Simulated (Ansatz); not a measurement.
Ansatz (an electronic-structure program) input file for GaH2, SMILES [GaH2-] (connectivity only; charge and spin as stated), charge -1, multiplicity 1, PBE/def2-TZVPD. Coordinates come from a PBE0-D3(BJ)/def2-TZVPD optimisation.

Ansatz 0.2 input:
```yaml
crystal:
  periodic: [false, false, false]
  atoms:
    - {symbol: Ga, position_ang: [-0.00000000, -0.00000000, -0.07176930]}
    - {symbol: H, position_ang: [0.00000000, 1.23564127, 1.11242411]}
    - {symbol: H, position_ang: [0.00000000, -1.23564126, 1.11242413]}
basis:
  gaussian:
    orbitals: def2-TZVPD
hamiltonian:
  xc: {name: PBE}
total_charge: -1
```

Program output:

```
WARN ansatz: RAYON_NUM_THREADS=1 ignored (pool sized by the plan → 1); use --threads N
Functional definition: PBE
integrals: 0.01 GiB planned
478 factors; their error is unknown
mean field: 0.13 GiB planned
mean field evaluation 1: about -52399.9529 eV, gradient 4.3e1 eV
mean field evaluation 2: about -52397.5821 eV, gradient 7.1e1 eV
mean field evaluation 4: about -52401.7358 eV, gradient 4.0e-1 eV
mean field evaluation 8: about -52401.7171 eV, gradient 4.1e-3 eV
mean field -52401.71714656 eV, -1925.7275859765 hartree, gradient 1.3e-5 eV, S^2 0.000000; 0 other end points of the search recorded, 0 dependent functions left out
reference -52401.71718505 eV, -1925.7275873911 hartree; 17, 17 occupied and 55, 55 virtual orbitals, 478 factors
Total energy: -52401.71718505 eV, -1925.7275873911 hartree
```

The calculation finished and met its thresholds.
